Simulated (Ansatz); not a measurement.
Frontier orbitals of C3H7Cl2Ga (`C[CH](C)[Ga]([Cl])[Cl]`).

Cartesian coordinates in Å:
```
C 0.679 0.698 1.140
C -0.344 -0.013 0.263
C -0.041 -1.496 0.087
Ga -0.555 0.890 -1.476
Cl -0.170 2.979 -1.763
Cl -1.210 -0.123 -3.247
H 1.686 0.627 0.721
H 0.708 0.240 2.134
H 0.450 1.759 1.267
H -1.335 0.090 0.724
H 0.939 -1.654 -0.373
H -0.781 -2.000 -0.538
H -0.026 -1.997 1.060
```

Total charge 0; spin multiplicity 1. Correlated methods include outer-core shells of Ga, which these sets cover unevenly. Scalar relativity is left out up to krypton. The structure was optimised at the PBE0-D4/def2-TZVP level. It is one conformer, not always the lowest. Basis def2-TZVPP, Ansatz 0.2.0.

| functional | HOMO (eV) | LUMO (eV) |
| --- | --- | --- |
| LC-ωPBE | -10.69 | 0.86 |

(1) Give HOMO and LUMO (eV) with LDA (SPW92), PBE, revPBE, BLYP, r2SCAN, B97M-V, PBE0, B3LYP, r2SCANh, r2SCAN0, HSE06 (plane-wave form), BHLYP, CAM-B3LYP, ωB97X-V, ωB97M-V. (An estimate is asked.)

Results:

(1) The calculation gave: 
```
             functional    HOMO   LUMO
            LDA (SPW92)   -7.04  -2.32
                    PBE   -6.89  -2.01
                 revPBE   -6.83  -1.87
                   BLYP   -6.76  -1.93
                 r2SCAN   -7.14  -1.79
                 B97M-V   -7.21  -1.95
                   PBE0   -8.08  -1.23
                  B3LYP   -7.88  -1.49
                r2SCANh   -7.58  -1.51
                r2SCAN0   -8.24  -1.10
HSE06 (plane-wave form)   -7.68  -1.59
                  BHLYP   -9.18  -0.46
              CAM-B3LYP   -9.39  -0.33
                ωB97X-V  -10.35   0.69
                ωB97M-V  -10.20   0.47
```

B3LYP here is the variant with VWN-RPA as its local correlation; programs differ in this. LC-ωPBE has ω = 0.4 bohr⁻¹. Positive LUMOs are unbound and depend on the basis.
